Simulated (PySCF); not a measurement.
C5H11O (SMILES CC(C)C[CH]O), doublet, at a GFN2-xTB geometry, with bond 11-3 at 1.6 times its length. Base run: DF-TPSS/def2-SV(P) (PySCF).

Here is a job for PySCF.
```python
from pyscf import gto, scf, dft

mol = gto.Mole()
mol.atom = '''
    C    -1.53112005   -0.84184807    0.53171765
    C    -0.77637477    0.36124145   -0.02232468
    C    -1.65000808    1.14143926   -0.99932140
    C     0.53321426   -0.09179564   -0.72759050
    C     1.51663570   -0.72686845    0.17303242
    O     2.22954293    0.02002537    1.07703030
    H    -2.44368600   -0.52149599    1.02987492
    H    -1.79927344   -1.52438108   -0.27214906
    H    -0.91722941   -1.37864574    1.25049756
    H    -0.50636687    1.01840318    0.81271098
    H    -3.11167202    1.67231115   -0.21720623
    H    -1.92284596    0.51432020   -1.84558538
    H    -1.12702775    2.01808176   -1.37647640
    H     0.98135509    0.79523041   -1.19217634
    H     0.27052313   -0.79380444   -1.52080104
    H     1.47127232   -1.76472265    0.44381735
    H     2.16640097    0.95056605    0.83146358
'''
mol.basis = 'def2-sv(p)'
mol.spin = 1
mol.verbose = 4
mol.build()

mf = dft.UKS(mol)
mf.xc = 'tpss'
mf = mf.density_fit(auxbasis='def2-universal-jkfit')
mf.kernel()
```

The base run was repeated with changes; each row names its change, and settings that it needs were set with it.

| change | ΔE vs base (µEh) | SCF cycles | <S^2> | outcome |
|---|---|---|---|---|
| base | 0.0 | 16 | 0.755 | converged |
| damp = 0.5; diis_start_cycle = 5 | 0.0 | 16 | 0.755 | converged |
| level_shift = 1.0 (with mf.max_cycle = 100) | - | - | - | cut at the time limit |
| conv_tol = 1e-6 | 0.3 | 10 | 0.754 | converged |
| diis = off; damp = 0.6 (with mf.diis_start_cycle = 200; with mf.max_cycle = 150) | 0.0 | 36 | 0.755 | converged |
| DIIS = ADIIS | 0.0 | 23 | 0.755 | converged |
| level_shift = 0.1 (with mf.max_cycle = 100) | 0.0 | 17 | 0.755 | converged |
| conv_tol = 1e-4 | 5.7 | 7 | 0.754 | converged |

Open shells are given as the SCF converged; they aren't shown to be the lowest states, and a large step between rows can be another state.
